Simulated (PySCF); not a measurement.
Species: C7H11FO.
Cartesian coordinates in Å at the PBE0-D3(BJ)/def2-SVP level; atoms count from 1:
```
atom  x, y, z in Å
C1     1.3842   -0.2672    1.3847
C2     0.6355    0.2754    0.1888
C3     1.5040    0.3652   -1.0457
C4    -0.4297    1.2948    0.4022
C5    -0.8524   -0.0933   -0.0269
C6    -1.3835   -0.3428   -1.4208
C7    -1.4803   -0.9133    1.0367
O8    -1.5009   -0.7283    2.2098
F9    -2.0833   -2.0026    0.5266
H10    1.7913   -1.2685    1.1705
H11    0.7558   -0.3334    2.2804
H12    2.2340    0.3957    1.6123
H13    2.4130    0.9412   -0.8109
H14    1.8225   -0.6350   -1.3800
H15    1.0082    0.8654   -1.8871
H16   -0.5554    2.0866   -0.3416
H17   -0.6701    1.5752    1.4310
H18   -1.0195    0.4139   -2.1258
H19   -2.4826   -0.2984   -1.4301
H20   -1.0870   -1.3337   -1.7947
```

The closed-shell ground state was solved at several levels (PySCF, density fitting, gas phase, non-relativistic).

```csv
level,basis functions,HOMO (eV),LUMO (eV),gap (eV),dipole (D)
wB97X-D/def2-SVPD,274,-9.91,1.38,11.29,3.47
KT3/pcSseg-1,208,-6.83,-1.31,5.52,3.25
```

Problem. What might PBE0/pcSseg-1 (208 basis functions) give for the same quantities?

Solution. HOMO -8.04 eV, LUMO -0.32 eV, gap 7.72 eV, dipole 3.42 D.

Problem. Over all these levels, which gives the widest orbital gap and which the narrowest?

Solution. wB97X-D/def2-SVPD (range-separated hybrid) has the widest, 11.29 eV, and KT3/pcSseg-1 (GGA) the narrowest, 5.52 eV. Functional and basis both differ between the two, so the spread mixes both effects.

Problem. How far do the dipole and the HOMO energy spread over the levels?

Solution. The dipole runs from 3.25 to 3.47 D (mean 3.38 D) and the HOMO from -9.91 to -6.83 eV.

One conformer stands for the species.
